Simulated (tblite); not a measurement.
Species: C7H16P2.
SMILES with atom numbers: `[CH2:1]=[P:2]1([P:3]([CH3:4])[CH3:5])[C@@H:6]([CH3:7])[C@@H:8]1[CH3:9]` (hydrogens: H10, H11 on C1; H12, H13, H14 on C4; H15, H16, H17 on C5; H18 on C6; H19, H20, H21 on C7; H22 on C8; H23, H24, H25 on C9)

Structure used (GFN2-xTB), in Å, numbered top down from 1:
```xyz
25
C7H16P2 angstrom
C     -0.069   -2.082    1.001
P     -0.009   -0.520    0.256
P      1.474    1.059   -0.436
C      2.224    1.312    1.237
C      2.678   -0.194   -1.068
C     -1.389   -0.264   -0.922
C     -2.267   -1.422   -1.318
C     -1.591    0.379    0.444
C     -1.689    1.879    0.550
H      0.511   -2.800    0.417
H      0.326   -2.033    2.017
H      3.177    1.829    1.128
H      1.560    1.929    1.839
H      2.384    0.356    1.738
H      2.337   -0.563   -2.034
H      2.767   -1.032   -0.373
H      3.651    0.277   -1.197
H     -1.183    0.445   -1.721
H     -3.286   -1.081   -1.498
H     -2.278   -2.163   -0.521
H     -1.897   -1.895   -2.226
H     -2.280   -0.163    1.088
H     -1.584    2.201    1.585
H     -2.660    2.213    0.185
H     -0.915    2.358   -0.046
```

Computed values, GFN2-xTB/tblite, gas phase, harmonic and unscaled. Against measured fundamentals such values can be off by several per cent, at times by over 20. One conformer, not necessarily the lowest.

Harmonic wavenumbers (cm⁻¹): 25.7, 67.3, 104.9, 130.8, 135.8, 161.4, 166.6, 169.3, 181.5, 189.8, 200.9, 240.9, 265.1, 285.9, 296.1, 298.8, 413.7, 452.2, 643.4, 683.5, 708.4, 740.2, 796.3, 825.3, 849.2, 858.2, 883.1, 894.6, 921.5, 943.1, 947.8, 961.5, 988.0, 1071.5, 1079.8, 1122.2, 1145.5, 1156.5, 1245.6, 1315.4, 1316.3, 1346.2, 1399.9, 1401.9, 1411.3, 1432.6, 1443.6, 1445.9, 1454.7, 1480.8, 1483.1, 1488.8, 1489.6, 2924.8, 2935.1, 2952.5, 2964.7, 2983.2, 2991.0, 2997.1, 2999.4, 3000.2, 3005.7, 3010.7, 3015.3, 3019.1, 3020.4, 3027.1, 3029.1.

A = 1568, B = 866.0, C = 742.8 MHz; mass 162.073 u (most abundant isotopes); point group C1, symmetry number 1.

Task: Zero-point energy?

Result: Half the sum of the wavenumbers: 45519 cm⁻¹ = 544.53 kJ/mol.

Task: Give the ideal-gas entropy at 298.15 K and 1 bar in the rigid-rotor, harmonic-oscillator model (classical rotation).

Result: Translation 172.31, rotation 126.13, vibration 194.79: S = 493.2 J/(mol K).

Task: And Cp and H(298.15 K) − H(0)?

Result: Cp = 218.22 J/(mol K), of which vibrations give 184.96 (their classical limit is 69 R = 573.7); H(298.15 K) − H(0) = 39.98 kJ/mol without the zero-point energy, 30.06 from vibrations.

Task: What must be added to the electronic energy to get the Gibbs energy at 298.15 K and 1 bar?

Result: ZPE + [H(298.15 K) − H(0)] − T·S = 544.53 + 39.98 − 147.06 = 437.45 kJ/mol.

Task: Which modes carry the vibrational entropy at 298.15 K?

Result: 25.7 cm⁻¹: 25.67; 67.3 cm⁻¹: 17.70; 104.9 cm⁻¹: 14.06; 130.8 cm⁻¹: 12.28; 135.8 cm⁻¹: 11.98; 161.4 cm⁻¹: 10.60 J/(mol K); the other 63 give 102.50 together.

Hindered rotation and anharmonicity are outside this model. Other conformers, if any are populated, would add a mixing term that is left out. The structure is chiral; the term R ln 2 for an equal mix with its mirror image is left out.
